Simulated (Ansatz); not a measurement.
Basis sets compared for ZrSi₄O₄H₁₂ (relaxed from a model of Zr(OSiH3)4, whose bonding it doesn't keep). Total charge 0; singlet. Geometry PBE0-D4/def2-SVP. Ansatz on 4 threads of Arm Neoverse V2 on a shared host; times are rough, and most runs start from earlier orbitals.

```tsv
atom	x (Å)	y (Å)	z (Å)
Zr1	0.000	0.000	0.000
O2	1.739	-0.367	-0.788
Si3	3.228	-0.669	-1.457
H4	3.916	-1.756	-0.697
H5	4.066	0.566	-1.408
H6	3.068	-1.094	-2.881
O7	-0.829	-1.670	0.548
Si8	-1.542	-3.099	1.003
H9	-0.509	-4.029	1.554
H10	-2.194	-3.740	-0.178
H11	-2.576	-2.842	2.050
O12	-1.130	0.886	-1.310
Si13	-2.108	1.638	-2.422
H14	-1.814	3.103	-2.447
H15	-3.542	1.435	-2.057
H16	-1.866	1.067	-3.781
O17	0.221	1.153	1.550
Si18	0.422	2.131	2.876
H19	0.566	3.553	2.442
H20	1.647	1.724	3.627
H21	-0.764	2.013	3.778
```

In the def2 sets Zr takes a core potential; there is no spin–orbit coupling.

Binding counts from free atoms (Zr triplet, O triplet, Si triplet, H doublet) in the same basis, without a counterpoise term.

```json
{"level": "PBE-D4/def2-SVP", "functions": "219", "energy (Eh)": "-1512.0270", "HOMO (eV)": "-7.13", "LUMO (eV)": "-1.23", "binding per atom (eV)": "–", "wall time": "4.5 s"}
{"level": "PBE0-D4/def2-SVP", "functions": "219", "energy (Eh)": "-1512.1253", "HOMO (eV)": "-8.61", "LUMO (eV)": "-0.51", "binding per atom (eV)": "3.82", "wall time": "7 s"}
```

Q: Estimate the rows for PBE-D4/def2-TZVP, PBE0-D4/def2-TZVP (with forces).

A: 
| level | functions | energy (Eh) | HOMO (eV) | LUMO (eV) | binding per atom (eV) | wall time |
| --- | --- | --- | --- | --- | --- | --- |
| PBE-D4/def2-TZVP | 384 | -1512.8246 | -7.27 | -1.43 | – | 8 s |
| PBE0-D4/def2-TZVP (with forces) | 384 | -1512.9180 | -8.70 | -0.69 | 3.82 | 27 s |
